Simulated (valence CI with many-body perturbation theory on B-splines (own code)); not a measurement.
## Which ion has this spectrum?

A relativistic CI+MBPT calculation for an atom or ion with 32 electrons gives these levels (cm⁻¹):

| J | Parity | E | g |
| --- | --- | --- | --- |
| 0 | even | 0.0 |  |
| 1 | even | 6837 | 1.50 |
| 2 | even | 12539 | 1.42 |
| 2 | even | 28379 | 1.08 |
| 0 | even | 51754 |  |
| 2 | odd | 129091 | 1.99 |
| 1 | odd | 167659 | 0.56 |
| 2 | odd | 167830 | 1.20 |
| 3 | odd | 170274 | 1.33 |
| 0 | odd | 190322 |  |
| 1 | odd | 191109 | 1.45 |
| 2 | odd | 192080 | 1.45 |
| 2 | odd | 212881 | 1.03 |
| 1 | odd | 233098 | 1.75 |

The energies are calculated, with errors of about 110 cm⁻¹, more in some levels.

Problem. Which is it?
A. Br3+
B. Sr6+
C. Y7+
D. Rb5+

Solution. B. Sr6+, ground level 4s2 4p2 3P_0.
